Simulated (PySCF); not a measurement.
PySCF job for Si(F)2(Me)2 (C2H6F2Si), SMILES F[Si](C)(F)C, PBE/pcSseg-1. Coordinates come from a B3LYP-D3(BJ)/def2-SVP optimisation.

```python
import numpy as np
from pyscf import gto, scf, dft
from pyscf.prop.nmr import rks as nmr

mol = gto.M(
    atom='''
    C     1.56885562   -0.00000000    0.96237621
    Si    0.00000000   -0.00000000   -0.02733191
    C    -1.56885562    0.00000001    0.96237622
    F     0.00000000    1.29538579   -1.01070359
    F    -0.00000001   -1.29538580   -1.01070358
    H     1.62552664   -0.89188104    1.60682492
    H     2.44861783   -0.00000001    0.29974848
    H     1.62552665    0.89188105    1.60682490
    H    -2.44861783    0.00000002    0.29974850
    H    -1.62552664   -0.89188102    1.60682493
    H    -1.62552663    0.89188106    1.60682492
    ''',
    basis='pcSseg-1',
    charge=0,
    spin=0,
    max_memory=1600,
    verbose=3,
)
mf = dft.RKS(mol, xc='pbe')
mf.grids.level = 3
mf.conv_tol = 1e-10
mf.max_cycle = 100
mf.kernel()
n = nmr.NMR(mf)
n.verbose = 2
n.max_cycle_cphf = 60
sigma = n.kernel()
print('atom   isotropic/ppm   span/ppm')
for i, s in enumerate(sigma):
    w = np.linalg.eigvalsh((s + s.T) / 2)
    print(f'{mol.atom_symbol(i):2s}{i + 1:3d} {w.mean():14.3f} {w[2] - w[0]:11.3f}')
```

Output:

```
converged SCF energy = -568.675133675127
atom   isotropic/ppm   span/ppm
C   1        182.137      17.177
Si  2        314.099      93.991
C   3        182.137      17.177
F   4        301.889     123.657
F   5        301.889     123.657
H   6         31.060      10.021
H   7         30.767      11.058
H   8         31.060      10.021
H   9         30.767      11.058
H  10         31.060      10.021
H  11         31.060      10.021
```

The calculation finished and met its thresholds.

Cost: around 27 core-seconds (rough).
